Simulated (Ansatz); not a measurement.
Start from `CC(C)[O][Cd][O]C(C)C` and change one element to get `CC(C)[O][Zn][O]C(C)C`.

Ansatz, PBE0-D4/def2-TZVP geometries, multiplicity 1. Each molecule was computed in one conformer, which needn't be the lowest.

Elements past krypton have def2 core potentials. Scalar relativity is left out up to krypton.

```json
{"property": "size of the dipole moment (B3LYP/def2-TZVPP) / D", "`CC(C)[O][Cd][O]C(C)C`": "1.53"}
{"property": "LUMO energy (ωB97M-V/def2-TZVPP) / eV", "`CC(C)[O][Cd][O]C(C)C`": "0.71"}
{"property": "size of the dipole moment (ωB97M-V/def2-TZVPP) / D", "`CC(C)[O][Cd][O]C(C)C`": "1.52"}
{"property": "HOMO energy (ωB97M-V/def2-TZVPP) / eV", "`CC(C)[O][Cd][O]C(C)C`": "-9.57"}
{"property": "HOMO–LUMO gap (PBE0/def2-TZVPP) / eV", "`CC(C)[O][Cd][O]C(C)C`": "6.14"}
{"property": "LUMO energy (B3LYP/def2-TZVPP) / eV", "`CC(C)[O][Cd][O]C(C)C`": "-1.33"}
```

Task: What does the change do to each property? (An estimate is asked.)

Result: Computed: 
```json
{"property": "size of the dipole moment (B3LYP/def2-TZVPP) / D", "`CC(C)[O][Zn][O]C(C)C`": "1.54", "shift": "0.01"}
{"property": "LUMO energy (ωB97M-V/def2-TZVPP) / eV", "`CC(C)[O][Zn][O]C(C)C`": "1.10", "shift": "0.39"}
{"property": "size of the dipole moment (ωB97M-V/def2-TZVPP) / D", "`CC(C)[O][Zn][O]C(C)C`": "1.56", "shift": "0.04"}
{"property": "HOMO energy (ωB97M-V/def2-TZVPP) / eV", "`CC(C)[O][Zn][O]C(C)C`": "-9.79", "shift": "-0.22"}
{"property": "HOMO–LUMO gap (PBE0/def2-TZVPP) / eV", "`CC(C)[O][Zn][O]C(C)C`": "6.84", "shift": "0.70"}
{"property": "LUMO energy (B3LYP/def2-TZVPP) / eV", "`CC(C)[O][Zn][O]C(C)C`": "-0.84", "shift": "0.49"}
```

With PBE0 the HOMO falls by 0.20 eV and the LUMO rises by 0.49 eV, so the gap widens by about 0.69 eV. PBE moves the HOMO by -0.21 eV and ωB97M-V by -0.22 eV. Dipoles are sizes alone; their direction can turn.

B3LYP here is the variant with VWN-RPA as its local correlation; programs differ in this.
